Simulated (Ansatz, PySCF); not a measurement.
BF, SMILES [B]F (connectivity only; charge and spin as stated), charge +1, multiplicity 2. Atoms are numbered in the order given.

```xyz
2

B      0.0000     0.0000    -0.7773
F      0.0000     0.0000     0.4351
```
Charge +1, spin multiplicity 2.

The structure is a stationary point at PBE0-D3(BJ)/def2-TZVPD.

Two levels are set side by side: PBE-D3(BJ)/def2-TZVPD (Ansatz, a first-principles code) and PBE0-D3(BJ)/def2-TZVPD (Ansatz). Each level has its own optimised geometry; the coordinates shown are those of the second. Frequencies come from the Hessian of PySCF at each geometry. Differences are taken from unrounded values.

```tsv
quantity	PBE0-D3(BJ)	PBE-D3(BJ)	PBE-D3(BJ) minus PBE0-D3(BJ)
bond B1–F2 (Å)	1.212	1.225	0.012
highest harmonic wavenumber (cm⁻¹)	1717	1650	-68
mean harmonic wavenumber (cm⁻¹)	1717	1650	-68
zero-point energy (kcal/mol)	2.46	2.36	-0.10
```
